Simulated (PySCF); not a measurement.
## RbGe and its ions

PBE0; Rb def2-SVP with ECP28, Ge def2-SVP; scalar-relativistic core potentials (PySCF 2.14). Neutral (UKS): quartet (σ ↑, π ↑↑), Re = 3.254 Å, ωe = 123 cm⁻¹, De = 1.46 eV, HOMO -3.69 eV, LUMO -1.54 eV.

RbGe⁺ (UKS): triplet (σ ↑, π ↑), Re = 3.895 Å, ωe = 54.7 cm⁻¹, De = 0.27 eV to Rb⁺ + Ge. The energies at the minima are -2100.53015 hartree for RbGe and -2100.33196 for RbGe⁺.

Question: Work out the adiabatic ionisation energy, without and with harmonic zero-point energies (1 hartree = 27.2114 eV, 1 eV = 8065.5 cm⁻¹), and the change of the bond length.

Answer: At PBE0: 0.19819 hartree = 5.393 eV between the minima; the zero-point term (54.7 − 123.0)/2 cm⁻¹ = -0.004 eV makes it 5.389 eV. Re changes by +64.1 pm against the neutral. The electron leaves a π orbital, and the ion is left as a loose complex of an ion and an atom.

Weak bonds: RbGe⁺. Basis-set superposition, not corrected here, can be much of De in a small basis, most of all at correlated wavefunction levels. Spin–orbit coupling is left out. For an ion De counts to the pair picked by the measured ionisation energies or electron affinities, which need not be the lowest pair at this level. States were picked by a PBE0 search and need not be the measured ground states.
